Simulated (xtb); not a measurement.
Cl2GaH3N, SMILES [NH3]->[Ga+]([Cl])[Cl] (connectivity only; charge and spin as stated), charge +1, multiplicity 1. All values are semi-empirical tight-binding results from xtb (GFN2-xTB unless named), good for trends rather than for accurate numbers. Geometry: GFN2-xTB. The spin state was assumed, not searched. The isomer is the one that the SMILES or the coordinates give; other isomers of the formula were not compared.

For metal compounds this method's bond lengths and energies can be far off.

```
Property                                       Value
-------------------------------------  -------------
orbital gap                                  3.79 eV
zero-point energy                      23.3 kcal/mol
G − E(el) at 298.15 K (modified RRHO)   2.0 kcal/mol
```
